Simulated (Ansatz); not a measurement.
`C#CC[TeH]` + `BN` → `BNC[TeH]` + `C#C`  (substitution at a C–C bond)

Computed with Ansatz on PBE0-D4/def2-TZVP structures; ΔE is electronic, products minus reactants. CCSD(T)/CBS adds triple-zeta CCSD(T) − MP2 to the extrapolated MP2 energy (def2 sets, frozen cores). This one scheme is used for every species. Functionals use def2-TZVPP. B3LYP here is the variant with VWN-RPA as its local correlation; programs differ in this. def2 core potentials past Kr. For Te outer-core shells are correlated without core-valence functions, which leaves a few kJ/mol of doubt a bond. Each species was taken in one conformer, which may not be the lowest.

| level | ΔE (kcal/mol) | difference from CCSD(T)/CBS |
| --- | --- | --- |
| PBE-D4 | 11.8 | 1.2 |
| r2SCAN-D4 | 12.0 | 1.4 |
| B2PLYP | 11.7 | 1.1 |
| PBE0 | 12.6 | 2.0 |
| B3LYP | 12.1 | 1.5 |
| MP2/def2-TZVPP | 11.9 | 1.3 |
| CCSD/def2-TZVPP | 10.9 | 0.3 |
| HF/def2-QZVPP | 12.2 | 1.6 |
| MP2/CBS(def2) | 11.9 | 1.3 |
| CCSD/CBS(def2) | 10.9 | 0.3 |
| CCSD(T)/CBS | 10.6 | 0 |

Largest T1 diagnostic among the species: 0.013.
